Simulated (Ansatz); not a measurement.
Reaction (ligand exchange at a Te–Ge bond): `[GeH3][TeH]` + `N[AsH2]` → `N[AsH][TeH]` + GeH₄

Computed with Ansatz on PBE0-D4/def2-TZVP structures; ΔE is electronic, products minus reactants. CCSD(T)/CBS is the MP2 limit (def2-TZVPP, def2-QZVPP) plus CCSD(T) − MP2 in def2-TZVPP, frozen cores. Functionals use def2-TZVPP. Elements past krypton have def2 core potentials. For As, Ge, Te outer-core shells are correlated without core-valence functions, which leaves a few kJ/mol of doubt a bond. Scalar relativity is left out up to krypton. Each species was taken in one conformer, which may not be the lowest.

`[GeH3][TeH]`:

```xyz
6

Ge   -0.635   -0.124    0.158
Te    1.689    0.915    0.400
H    -0.557   -1.654    0.248
H    -1.451    0.434    1.331
H    -1.275    0.290   -1.175
H     2.229    0.139   -0.962
```

`N[AsH2]`:

Z-matrix (Å, degrees):
```
N
As 1 1.854
H 1 1.010 2 114.8
H 1 1.011 2 110.5 3 123.6
H 2 1.536 1 101.2 3 -27.8
H 2 1.524 1 95.5 3 64.6
```

`N[AsH][TeH]`:

Cartesian coordinates in Å:
```
N -0.783 -0.333 -1.150
As 0.827 -0.806 -0.393
Te 1.575 1.205 1.101
H -0.652 0.260 -1.959
H -1.441 0.111 -0.523
H 0.187 -1.531 0.781
H 0.288 1.093 2.143
```

GeH₄:

```xyz
5

Ge    0.000    0.000    0.000
H    -1.358    0.554   -0.449
H     0.612   -0.833   -1.133
H    -0.192   -0.884    1.239
H     0.939    1.164    0.343
```

| species | PBE-D4 energy (Eh) |
| --- | --- |
| `[GeH3][TeH]` | -2347.11163 |
| `N[AsH2]` | -2292.63999 |
| `N[AsH][TeH]` | -2560.69621 |
| GeH₄ | -2079.06008 |

**Question.** Work out ΔE.

**Answer.** ΔE = (-2560.69621) + (-2079.06008) − (-2347.11163) − (-2292.63999) = -0.00467 Eh = -12.3 kJ/mol. CCSD(T)/CBS gives -3.1 kJ/mol.

Largest T1 diagnostic among the species: 0.012.

From BLYP to BHLYP (50 % exact exchange), in def2-TZVPP and without D4, ΔE moves by +11.9 kJ/mol. Leaving LDA and LC-ωPBE aside and taking each functional with its dispersion term where it has one, the values, not all of them listed here, spread over 16.7 kJ/mol, from BLYP-D4 to ωB97X-V.
